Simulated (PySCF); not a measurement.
Working with the constants of TeN⁺

RHF-CCSD(T) constants of TeN⁺, ¹Σ⁺ (singlet), closed shell (basis Te def2-SVP with ECP28, N def2-SVP; scalar-relativistic core potentials; PySCF 2.14; masses 129.9062 and 14.0031 u):

| Property | Result |
| --- | --- |
| ωe | 828.9 cm⁻¹ |
| ωexe | 6.36 cm⁻¹ |
| Be | 0.39323 cm⁻¹ |
| αe | 0.00302 cm⁻¹ |
| De to Te⁺ + N | 2.24 eV |

(1) What force constant and bond length do these constants imply?

(2) Estimate the centrifugal constant D from the Kratzer relation and find the Dunham coefficient a1.

Correlated steps freeze 5 core orbitals. Correlated levels converge slowly with the basis: in double zeta they bind strong bonds too weakly, by up to about 1 eV, and carry superposition errors of some tenths. These are scalar-relativistic numbers at best; spin–orbit coupling would shift them, the dissociation energy most. For an ion De counts to the pair picked by the measured ionisation energies or electron affinities, which need not be the lowest pair at this level. Where the molecule has an RHF reference, its open-shell atoms are computed with UHF. The CCSD T1 diagnostic is raised, a sign that a single reference may not be enough here.

Answers

(1) Reduced mass μred = 12.641 u; k = 5.8918×10⁻⁷·μred·ωe² (u, cm⁻¹, mdyn/Å) = 5.12 mdyn/Å; Re = √(16.8576/(μred·Be)) (u, cm⁻¹, Å) = 1.842 Å.

(2) D = 4Be³/ωe² = 3.54e-07 cm⁻¹; a1 = −1 − αeωe/(6Be²) = -3.70.
